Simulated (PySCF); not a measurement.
Computed NMR parameters against published values

Molfile (atoms numbered from 1):
```
C6H7NOS
     RDKit          3D

 16 16  0  0  0  0  0  0  0  0999 V2000
    2.5985    0.5804    0.5413 C   0  0  0  0  0  0  0  0  0  0  0  0
    1.7224    0.3901   -1.0365 S   0  0  0  0  0  4  0  0  0  0  0  0
    2.0978   -0.9537   -1.5964 O   0  0  0  0  0  0  0  0  0  0  0  0
    0.0758    0.1779   -0.2932 C   0  0  0  0  0  0  0  0  0  0  0  0
   -0.5933   -1.0082   -0.5729 C   0  0  0  0  0  0  0  0  0  0  0  0
   -1.8757   -1.1444   -0.0464 C   0  0  0  0  0  0  0  0  0  0  0  0
   -2.4056   -0.1024    0.7129 C   0  0  0  0  0  0  0  0  0  0  0  0
   -1.6301    1.0400    0.9183 C   0  0  0  0  0  0  0  0  0  0  0  0
   -0.4052    1.1843    0.4178 N   0  0  0  0  0  0  0  0  0  0  0  0
    2.5017   -0.3653    1.0921 H   0  0  0  0  0  0  0  0  0  0  0  0
    3.6508    0.7783    0.2981 H   0  0  0  0  0  0  0  0  0  0  0  0
    2.1525    1.4212    1.0895 H   0  0  0  0  0  0  0  0  0  0  0  0
   -0.0922   -1.7706   -1.1738 H   0  0  0  0  0  0  0  0  0  0  0  0
   -2.4555   -2.0533   -0.2257 H   0  0  0  0  0  0  0  0  0  0  0  0
   -3.4071   -0.1694    1.1425 H   0  0  0  0  0  0  0  0  0  0  0  0
   -2.0167    1.8751    1.5126 H   0  0  0  0  0  0  0  0  0  0  0  0
  2  1  1  1
  2  3  2  0
  2  4  1  0
  4  5  2  0
  5  6  1  0
  6  7  2  0
  7  8  1  0
  8  9  2  0
  9  4  1  0
  1 10  1  0
  1 11  1  0
  1 12  1  0
  5 13  1  0
  6 14  1  0
  7 15  1  0
  8 16  1  0
M  END
```

PySCF calculation with B3LYP/pcSseg-1 with gauge-including orbitals and PBE0-D3(BJ)/def2-SVP structure; one conformer, rapidly exchanging positions averaged, non-relativistic Hamiltonian, isolated molecule.

Reference values: estimated from measurements, as parent shift plus tabulated substituent increment (solution, not stated per compound (mostly CDCl3 or CCl4); Pretsch, Buehlmann, Badertscher, Structure Determination of Organic Compounds, 4th ed. (2009)).
| atoms | quantity | reference | computed | computed, scaled |
| --- | --- | --- | --- | --- |
| C4 | δ ¹³C | 166.0 | 180.4 | 173.0 |
| C8 | δ ¹³C | 149.6 | 154.4 | 148.0 |
| C6 | δ ¹³C | 138.1 | 143.8 | 137.7 |
| C7 | δ ¹³C | 124.6 | 128.8 | 123.4 |
| C5 | δ ¹³C | 119.3 | 125.7 | 120.4 |

Computed shifts are σ(ref) − σ with the named reference compound (TMS for H and C) calculated as an isolated molecule at the same level. The measured values may be among those fitted. Expected solution values come from regression of measured δ (H and C: mostly CDCl3, vs TMS) on computed σ: ¹³C: δ = 171.84 − 0.962σ (rms 1.1 ppm, 42 shifts, 1.5 ppm with the 1 outlier that the fit left out). A few per cent of atoms miss by over 2 rms, more outside the fitted compound classes.

How far are the unscaled ¹³C shifts from the references?

Answers

Mean signed difference +7.10 ppm, mean absolute 7.10 ppm over 5 comparisons; the largest is +14.4 ppm at C4 (aromatic carbon bearing sulfur).
